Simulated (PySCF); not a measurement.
C2H3ClF2O2Si, SMILES C(C)(=O)O[Si](F)(Cl)F. Atoms are numbered in the order given.

```xyz
11

C     -3.1449     0.2154     0.4580
C     -1.7855     0.1995    -0.1752
O     -1.4933     0.6092    -1.2643
O     -0.8428    -0.3558     0.6432
Si     0.7449    -0.4335     0.1459
F      0.9007    -1.3384    -1.1605
F      1.5078    -1.1750     1.3397
Cl     1.5635     1.3844    -0.1330
H     -3.8689     0.6621    -0.2333
H     -3.4408    -0.8129     0.7140
H     -3.1037     0.7893     1.3958
```
Charge 0, spin multiplicity 1.

The structure is a stationary point at ωB97X-D3(BJ)/def2-SVP. One conformer was computed; it need not be the lowest.

Vertical ionisation energy (IE) and electron affinity (EA) in eV. Rows of orbital energies are one-electron estimates. Where ΔSCF, EOM or ADC give a negative EA the extra electron is unbound and the value depends on the basis.

| level | IE | EA |
|---|---|---|
| −ε(HOMO), −ε(LUMO), HF/def2-TZVP (PySCF) | 13.02 | -3.40 |
| −ε(HOMO), −ε(LUMO), PBE/def2-TZVP (PySCF) | 7.05 | 1.76 |
